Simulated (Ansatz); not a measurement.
A nudged elastic band was laid between two geometries of CH₂AlNO (6 atoms, charge 0, multiplicity 1).

Method: RKS revPBE/def2-SVP in Ansatz 0.2.0.

| Item | Value |
| --- | --- |
| movable images | 8 |
| climbing image | no |
| spring | 5.0 eV/Å² |
| optimiser | quadratic models (default) |
| start path | through a guess of the saddle point |
| force threshold | 0.05 eV/Å |
| iteration limit | 60 |
| end points | relaxed |

Initial state:

```xyz
6
Properties=species:S:1:pos:R:3
N 2.468 -1.077 0.906
C 1.404 -0.736 0.533
Al -0.375 -0.232 -0.092
O -0.560 1.449 -0.388
H -1.511 -1.320 -0.295
H -1.383 1.852 -0.709
```

Final state:

```xyz
6
Properties=species:S:1:pos:R:3
N 2.413 -0.792 0.850
C 1.304 -0.630 0.484
Al -0.538 -0.355 -0.127
O -1.061 1.231 -0.517
H -1.561 -1.549 -0.275
H -0.516 2.032 -0.462
```

Task: Which bonds break or form, and what moves?

Result: No bond is made or broken. The dihedral C2–Al3–O4–H6 changes from 179 to 0° by way of a nearly straight angle Al3–O4–H6 (up to 174°), not by a turn about the bond.

Task: What energy profile does the band end with?

Result: The run converged. The highest image is number 4 of 0 to 9, 0.095 eV above the first end and 0.120 eV above the last; the last end lies 0.025 eV below the first. No image climbed, so the highest image needn't sit at the top of the path.

| image | path coordinate (Å) | energy (eV) | angle Al3–O4–H6 (°) |
| --- | --- | --- | --- |
| 0 | 0.00 | 0.000 | 124 |
| 1 | 0.16 | 0.010 | 131 |
| 2 | 0.32 | 0.040 | 144 |
| 3 | 0.48 | 0.078 | 159 |
| 4 | 0.64 | 0.095 | 174 |
| 5 | 0.79 | 0.077 | 166 |
| 6 | 0.95 | 0.036 | 150 |
| 7 | 1.11 | -0.001 | 137 |
| 8 | 1.27 | -0.020 | 130 |
| 9 | 1.43 | -0.025 | 125 |

Task: What is the geometry of the highest image?

Result: 
```xyz
6
Properties=species:S:1:pos:R:3:forces:R:3
N 2.456 -0.973 0.910 0.01 0.00 0.00
C 1.375 -0.712 0.523 -0.01 0.00 0.00
Al -0.436 -0.325 -0.112 0.00 0.01 -0.01
O -0.792 1.272 -0.469 -0.01 -0.01 0.02
H -1.481 -1.500 -0.287 0.00 0.00 0.00
H -1.081 2.173 -0.611 0.00 0.00 -0.01
```

The run took 2.2 min on 1 thread of Arm Neoverse V1 (shared host), peak memory 0.12 GiB.
